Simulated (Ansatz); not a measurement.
Clusters of 8 atoms, chalcogenide: PBE0-D4/def2-SVP single points in Ansatz on relaxed structures, gas phase. Each cluster is the lowest isomer that a short search found in that spin, judged at the geometry's level, and lower ones may exist. Core potentials for Mo, Nb, Te, W, no spin–orbit coupling. HOMO and LUMO are taken over both spins. Binding counts from free atoms in the multiplicity of their measured ground term, without zero-point energy. Singlets are spin-restricted. A dash marks a value that wasn't run or was left out as unsound. The structures are stationary points that may keep the symmetry of their start. Remarks come from the PBE and PBE0 runs and from stability tests at other levels; not every state was tested.

| species | atoms | state | geometry | HOMO (eV) | LUMO (eV) | gap (eV) | binding per atom (eV) | lowest of the spins relaxed | point group (within 0.1 Å) | remarks |
| --- | --- | --- | --- | --- | --- | --- | --- | --- | --- | --- |
| Te5W3 | 8 | singlet | PBE-D4/def2-SVP | -5.77 | -3.46 | 2.31 | – | singlet, of singlet/triplet/quintet | Cs | restricted SCF unstable in HF |
| Nb2S6 | 8 | singlet | PBE-D4/def2-SVP | -6.61 | -3.23 | 3.38 | 4.06 | – | Cs | restricted SCF unstable in HF |
| Li5Te3 | 8 | doublet | PBE-D4/def2-SVP | -5.31 | -3.62 | 1.70 | 2.36 | – | – | – |
| Nb3Te5 | 8 | doublet | PBE-D4/def2-SVP | -5.25 | -3.27 | 1.98 | 3.36 | doublet, of doublet/quartet | – | spin-contaminated (⟨S²⟩ up to 3.87) (quartet) |
| W3Se5 | 8 | singlet | PBE-D4/def2-SVP | -6.60 | -3.57 | 3.02 | – | singlet, of singlet/triplet/quintet | – | restricted SCF unstable in HF |
| Mo3Se5 | 8 | singlet | PBE-D4/def2-SVP | -6.29 | -3.68 | 2.61 | 3.47 | – | Cs | restricted SCF unstable in HF |
| Li6Te2 | 8 | singlet | PBE0-D4/def2-SVP | -4.37 | -1.60 | 2.76 | 2.00 | – | Cs | restricted SCF unstable in HF |

The gap (eV) runs from 1.70 (Li5Te3) to 3.38 (Nb2S6).
